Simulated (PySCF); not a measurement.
Compound: 4-bromopyridine, C5H4BrN.
Atom-mapped SMILES: `[Br:1][c:2]1[cH:3][cH:4][n:5][cH:6][cH:7]1` (hydrogens: H8 on C3; H9 on C4; H10 on C6; H11 on C7)

Method: PBE0-D3(BJ)/def2-TZVP geometry optimisation, gas phase (PySCF 2.14.0); density fitting, grid level 2; the optimiser is geomeTRIC in internal coordinates, started from a GFN2-xTB structure with every atom displaced at random (about 0.01 Å).

Step 0: E = -76772.6877 eV
```
atom  x, y, z in Å  |  force x, y, z in eV/Å
Br1    -0.1914    2.9542    1.3909   -0.042   0.095   0.030
C2      0.3323    1.2494    0.7958   -0.033  -0.268  -0.139
C3     -0.6316    0.3041    0.4516    2.627  -0.002   0.080
C4     -0.1167   -0.9317    0.0334   -2.889   0.040  -0.005
N5      1.1271   -1.2473   -0.0704    1.526  -0.331  -0.023
C6      2.0169   -0.3207    0.2678    0.516  -0.088  -0.036
C7      1.6950    0.9454    0.7061   -1.132  -0.282  -0.098
H8     -1.6507    0.5231    0.5219   -1.417   0.123   0.032
H9     -0.8466   -1.7149   -0.2227    0.269   0.239   0.019
H10     3.0539   -0.6278    0.1868    0.113   0.109  -0.001
H11     2.4346    1.6647    0.9705    0.462   0.367   0.141
```

Step 1: E = -76772.7788 eV
```
atom  x, y, z in Å  |  force x, y, z in eV/Å
Br1    -0.2025    2.9629    1.3835    0.024  -0.096  -0.008
C2      0.3428    1.2468    0.8204    0.053   0.024  -0.112
C3     -0.5997    0.2961    0.4693   -0.588   0.159   0.166
C4     -0.1566   -0.9426    0.0441    0.726   0.183  -0.087
N5      1.1360   -1.2674   -0.0424   -0.231  -0.009  -0.042
C6      2.0225   -0.3361    0.2842   -0.126   0.041   0.009
C7      1.6873    0.9418    0.7141    0.056   0.125  -0.013
H8     -1.6677    0.5127    0.5285    0.307  -0.036  -0.029
H9     -0.8603   -1.6900   -0.2851   -0.199  -0.221   0.050
H10     3.0682   -0.6073    0.1875    0.058  -0.046   0.013
H11     2.4527    1.6815    0.9275   -0.078  -0.124   0.054
```

Step 2: E = -76772.7838 eV
```
atom  x, y, z in Å  |  force x, y, z in eV/Å
Br1    -0.2027    2.9532    1.3869    0.031   0.067   0.015
C2      0.3391    1.2505    0.7962   -0.092   0.057   0.040
C3     -0.6184    0.3086    0.4610    0.329  -0.013   0.012
C4     -0.1410   -0.9211    0.0360   -0.188  -0.411  -0.129
N5      1.1417   -1.2612   -0.0659   -0.181   0.122   0.057
C6      2.0289   -0.3360    0.2699   -0.027   0.138   0.045
C7      1.6830    0.9372    0.7041    0.096   0.056  -0.013
H8     -1.6795    0.5161    0.5318    0.086  -0.028  -0.029
H9     -0.8503   -1.6962   -0.2396   -0.041  -0.001  -0.010
H10     3.0763   -0.6151    0.1953   -0.003   0.015  -0.014
H11     2.4455    1.6625    0.9558   -0.009  -0.001   0.025
```

Step 3: E = -76772.7859 eV
```
atom  x, y, z in Å  |  force x, y, z in eV/Å
Br1    -0.1976    2.9571    1.3896   -0.041   0.041  -0.005
C2      0.3442    1.2587    0.7889   -0.044  -0.050   0.059
C3     -0.5996    0.3022    0.4538    0.007  -0.003  -0.046
C4     -0.1502   -0.9392    0.0245   -0.037   0.000   0.105
N5      1.1348   -1.2580   -0.0751   -0.072   0.029   0.036
C6      2.0119   -0.3233    0.2662    0.351  -0.050  -0.005
C7      1.6891    0.9530    0.7066   -0.158  -0.188  -0.083
H8     -1.6547    0.5120    0.5274   -0.133   0.033   0.000
H9     -0.8680   -1.7219   -0.2248    0.095   0.149  -0.026
H10     3.0588   -0.6084    0.1964   -0.005   0.020  -0.026
H11     2.4538    1.6662    0.9780    0.036   0.019  -0.010
```

Q: Estimate the geometry and energy of step 4. (The exact step hangs on the optimiser's Hessian estimate; all steps are aligned on step 3, rigid shifts and turns removed.)

A: E = -76772.7913 eV, largest force 0.146 eV/Å
```
atom  x, y, z in Å  |  force x, y, z in eV/Å
Br1    -0.1951    2.9620    1.3884   -0.011  -0.027  -0.018
C2      0.3389    1.2559    0.7951    0.022  -0.070   0.011
C3     -0.6056    0.3028    0.4574   -0.070   0.050  -0.002
C4     -0.1498   -0.9359    0.0314    0.136   0.015   0.050
N5      1.1362   -1.2563   -0.0673   -0.012  -0.076  -0.015
C6      2.0253   -0.3287    0.2673   -0.142   0.023   0.015
C7      1.6827    0.9430    0.7058    0.098   0.033   0.003
H8     -1.6642    0.5130    0.5243   -0.028   0.005  -0.004
H9     -0.8640   -1.7116   -0.2320    0.017   0.025  -0.025
H10     3.0728   -0.6079    0.1903   -0.023   0.002  -0.016
H11     2.4456    1.6622    0.9710    0.013   0.019  -0.001
```

The energy changes by -0.0054 eV. The first-order estimate −F·Δx gives -0.0127 eV and the mean of the old and new forces, exact on a quadratic surface, -0.0054 eV. The step makes an angle of 48° with the force vector and moves no atom by more than 0.015 Å.

What follows is the cost of the whole optimisation. On Arm Neoverse V1, one thread, no GPU, shared host with 32 logical CPUs at a one-minute load of 11, this took 4.7 min and 1.2 GiB of memory at its peak.
